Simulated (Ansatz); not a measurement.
Start from `N/C=N/[SiH3]` and change one atom or group to get `C=N/C=N/[SiH3]`.

Ansatz, PBE0-D4/def2-TZVP geometries, multiplicity 1. Each molecule was computed in one conformer, which needn't be the lowest.

| property | `N/C=N/[SiH3]` |
| --- | --- |
| HOMO–LUMO gap (PBE/def2-TZVPP) / eV | 5.06 |
| HOMO–LUMO gap (ωB97M-V/def2-TZVPP) / eV | 11.69 |
| LUMO energy (PBE/def2-TZVPP) / eV | -0.68 |
| HOMO energy (ωB97M-V/def2-TZVPP) / eV | -9.40 |
| size of the dipole moment (ωB97M-V/def2-TZVPP) / D | 3.55 |
| size of the dipole moment (B3LYP/def2-TZVPP) / D | 3.50 |

(1) Give the same properties after the change, and the shifts. (Best estimate.)

Results:

(1) Ansatz gave: 
| property | `C=N/C=N/[SiH3]` | shift |
| --- | --- | --- |
| HOMO–LUMO gap (PBE/def2-TZVPP) / eV | 3.41 | -1.65 |
| HOMO–LUMO gap (ωB97M-V/def2-TZVPP) / eV | 10.44 | -1.25 |
| LUMO energy (PBE/def2-TZVPP) / eV | -2.63 | -1.95 |
| HOMO energy (ωB97M-V/def2-TZVPP) / eV | -9.77 | -0.37 |
| size of the dipole moment (ωB97M-V/def2-TZVPP) / D | 1.71 | -1.84 |
| size of the dipole moment (B3LYP/def2-TZVPP) / D | 1.67 | -1.83 |

With PBE0 the HOMO falls by 0.31 eV and the LUMO falls by 1.95 eV, so the gap narrows by about 1.64 eV. PBE moves the HOMO by -0.32 eV and ωB97M-V by -0.37 eV. Dipoles are sizes alone; their direction can turn.

B3LYP here is the variant with VWN-RPA as its local correlation; programs differ in this.
